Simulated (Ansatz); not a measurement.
`NC1CO[SiH2]1`, relaxed with RKS PBE-D4/def2-SVP in the Gaussian-basis code of Ansatz from a rough embedded geometry. The force threshold is 0.03 eV/Å; the program also tests the step.

Charge 0, multiplicity 1.

Start:

```xyz
12

N    -1.618   -0.394   -0.304
C    -0.512    0.492    0.091
C     0.492   -0.269    1.034
O     1.456   -0.756   -0.084
Si    0.992    0.540   -1.064
H    -1.365   -1.340   -0.558
H    -2.272   -0.586    0.519
H    -0.799    1.426    0.463
H     0.964    0.318    1.742
H     0.071   -1.158    1.529
H     1.848    1.710   -0.901
H     0.743    0.017   -2.466
```

Q: By how much does the energy fall, and how many steps does the optimiser take? (Best estimate.)

A: Ansatz gave: 0.71 eV, in 11 steps.

Q: Which bonds change most? (Estimate.)

A: Computed: C3–O4 from 1.554 to 1.452 Å; C3–H9 from 1.033 to 1.113 Å; C2–H8 from 1.046 to 1.112 Å; Si5–H11 from 1.459 to 1.505 Å.

Q: Give the relaxed structure. (An estimate is asked.)

A: Computed: 
```xyz
12

N    -1.733   -0.209   -0.262
C    -0.483    0.392    0.142
C     0.562   -0.378    1.033
O     1.797   -0.187    0.295
Si    1.003    0.499   -1.059
H    -1.581   -1.129   -0.695
H    -2.354   -0.361    0.543
H    -0.688    1.390    0.587
H     0.676    0.017    2.068
H     0.296   -1.460    1.099
H     1.569    1.828   -1.484
H     0.936   -0.402   -2.267
```
